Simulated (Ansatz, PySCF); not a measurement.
Dimer: CH3F (SMILES CF) (first 5 atoms) with H4OSi (SMILES O[SiH3]); geometry from B3LYP-D3(BJ)/def2-TZVP, rigid monomers moved along the line of their centres of mass till F2···H8 is 1.74 Å.
(charge 0, multiplicity 1):
| atom | x (Å) | y (Å) | z (Å) |
|---|---|---|---|
| C | -0.5259 | -0.4380 | -0.3576 |
| F | 0.6257 | 0.2779 | 0.0052 |
| H | -1.3962 | 0.1694 | -0.1141 |
| H | -0.4757 | -0.6335 | -1.4274 |
| H | -0.5401 | -1.3695 | 0.2064 |
| O | 0.0175 | 0.8709 | 2.5206 |
| Si | 0.3738 | -0.4086 | 3.4936 |
| H | 0.3820 | 0.8653 | 1.6265 |
| H | -0.0367 | -1.6953 | 2.8705 |
| H | -0.3836 | -0.2077 | 4.7458 |
| H | 1.8238 | -0.4993 | 3.7973 |

Monomers are frozen at their geometry in the pair; levels with a basis set take the counterpoise correction. Rows marked so take none.

Rows in 3-21G, 6-31G* carry no dispersion term and start afresh at each structure (6-31G* with six Cartesian d functions).

Codes used: Ansatz (a program for electronic structure) with Gaussian orbitals; PySCF for 3-21G rows, 6-31G* rows, the dispersion terms. Each number belongs to the level named beside it.

Q: Estimate the interaction energy that B3LYP/3-21G (no counterpoise) returns for this input.

A: -12.9 kcal/mol

Q: Give the interaction energy at the level PBE0-D4/def2-TZVPPD.

A: -4.0 kcal/mol

Q: What is the computed interaction energy (M06-2X/6-31G* (no counterpoise))?

A: -7.7 kcal/mol
